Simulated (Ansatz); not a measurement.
Two isomers of C2H9AlOSi: A = `CO[SiH2][AlH][CH3]`, B = `C[SiH2][Al]([CH3])[OH]`.

Isolated molecules relaxed with PBE0-D4/def2-TZVP in Ansatz; ΔE leaves out vibrations. CCSD(T)/CBS adds triple-zeta CCSD(T) − MP2 to the extrapolated MP2 energy (def2 sets, frozen cores). Functionals use def2-TZVPP. B3LYP here is the variant with VWN-RPA as its local correlation; programs differ in this. Each species was taken in one conformer, which may not be the lowest.

A:

Z-matrix (Å, degrees):
```
C
O 1 1.404
H 1 1.097 2 111.6
H 1 1.099 2 111.9 3 -121.4
H 1 1.092 2 108.5 3 119.3
Si 2 1.660 1 121.1 3 65.3
Al 6 2.475 2 112.9 1 62.5
H 6 1.490 2 104.8 1 -175.3
H 6 1.501 2 109.3 1 -61.5
C 7 1.956 6 121.5 2 -1.5
H 7 1.595 6 118.9 2 179.1
H 10 1.093 7 112.6 6 26.5
H 10 1.097 7 109.4 6 -92.3
H 10 1.093 7 112.3 6 149.5
```

B:

```xyz
14

C     2.0605   -0.5633   -0.9751
Si    0.7135    0.7466   -1.1341
Al   -1.1321    0.4795    0.4760
C    -1.3608   -1.0534    1.6538
O    -2.3145    1.7013    0.5876
H     2.5192   -0.5314    0.0157
H     1.6476   -1.5641   -1.1199
H     2.8459   -0.4088   -1.7181
H     0.1721    0.7118   -2.5288
H     1.3340    2.1002   -0.9881
H    -1.4389   -1.9835    1.0810
H    -2.2565   -0.9602    2.2727
H    -0.4990   -1.1714    2.3192
H    -2.2911    2.4966    0.0582
```

**Question.** Which is lower in electronic energy at CCSD(T)/CBS, and by how much? (An estimate is asked.)

**Answer.** Computed: B, by 166.3 kJ/mol.

**Question.** Give E(B) − E(A) in kJ/mol with CCSD/def2-TZVPP, B3LYP, HF/def2-TZVPP, PBE-D4, MP2/def2-TZVPP, B2PLYP, B3LYP-D4. (An estimate is asked.)

**Answer.** The calculation gave: CCSD/def2-TZVPP -162.1, B3LYP -159.5, HF/def2-TZVPP -142.9, PBE-D4 -163.8, MP2/def2-TZVPP -172.6, B2PLYP -163.7, B3LYP-D4 -157.5. None reverses the order clearly.

Largest T1 diagnostic: 0.012.

In def2-TZVPP, CCSD(T) changes the Hartree–Fock value by −21.2 kJ/mol (the triples alone add −2.0 kJ/mol) and MP2 by −29.8 kJ/mol.
